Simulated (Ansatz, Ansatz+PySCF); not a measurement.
```yaml
atoms:
  - { symbol: B, position_ang: [0.5830, 0.8581, 0.8424] }
  - { symbol: C, position_ang: [-0.0797, -0.1173, -0.1152] }
  - { symbol: O, position_ang: [-0.5735, -0.8441, -0.8287] }
  - { symbol: H, position_ang: [1.7590, 0.5319, 0.8483] }
  - { symbol: H, position_ang: [0.3774, 1.9569, 0.3528] }
  - { symbol: H, position_ang: [0.0147, 0.6774, 1.9072] }
```

Basis set: def2-SVP (spherical functions). Frozen core: 3 orbitals. Charge 0, multiplicity 3.

Computed with Ansatz (development build ahead of 0.2.0); each method stands on the lowest determinant of its kind that the runs found.

Problem. Give the atomization energy at this shape (free ground-state atoms in the same class of orbitals less the molecule, no zero-point energy) of triplet CH₃BO by UHF-MP2, UHF.

Solution.

```
 method  atomization energy
UHF-MP2            17.23 eV
    UHF            12.11 eV
```

Caution: another spin multiplicity may lie lower; the determinant breaks the point group.
